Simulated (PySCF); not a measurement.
GeH2Br2, SMILES [Br][GeH2][Br]. Heavy atoms are numbered as in [GeH2:1]([Br:2])[Br:3]. Hydrogens are named by the atom that carries them.

Geometry optimised at B3LYP-D3(BJ)/def2-SVP.

All values below come from M06-2X/def2-TZVPD run with PySCF.

Mulliken values depend strongly on the basis, most of all with diffuse functions as here. ESP charges are fitted to the potential on shells at 1.4 to 2.0 van der Waals radii. Atomic charges (e), one atom of each kind:

| atom | meta-Löwdin | Mulliken | ESP fit |
|---|---|---|---|
| Ge1 (GeH2) | 0.68 | 0.28 | ? |
| Br2 | -0.28 | -0.31 | ? |
| H on Ge1 | -0.06 | 0.17 | ? |

Some entries are withheld; supply them. (Estimate from the structure and the level; the computed values follow.)


- Ge1 (GeH2), ESP fit: -0.03
- Br2, ESP fit: -0.08
- H on Ge1, ESP fit: 0.10
